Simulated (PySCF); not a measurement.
SMILES C(=O)(C)[SiH2]N (GFN2-xTB optimised geometry):

```
12

C     -0.480    -1.578    -0.022
C      0.316    -0.300     0.000
O      1.527    -0.300     0.000
Si    -0.683     1.344     0.000
N     -1.785     1.176     1.317
H     -1.197    -1.568     0.795
H      0.167    -2.450     0.050
H     -1.042    -1.614    -0.954
H     -1.527     1.418    -1.194
H      0.276     2.450     0.056
H     -1.429     0.918     2.225
H     -2.507     1.871     1.427
```

Calculation: PBE0/def2-TZVP in PySCF 2.14.0.

Question: What are the frontier orbital energies and the dipole moment?

Answer: HOMO-2 -9.95 eV, HOMO-1 -7.81 eV, HOMO -6.65 eV, LUMO -1.13 eV, LUMO+1 0.61 eV; dipole moment 3.07 D.

Meta-Löwdin charges at PBE0/def2-TZVP: C1 -0.40, C2 0.18, O3 -0.39, Si4 0.70, N5 -0.74, H6 0.14, H7 0.13, H8 0.14, H9 -0.11, H10 -0.12, H11 0.24, H12 0.24.
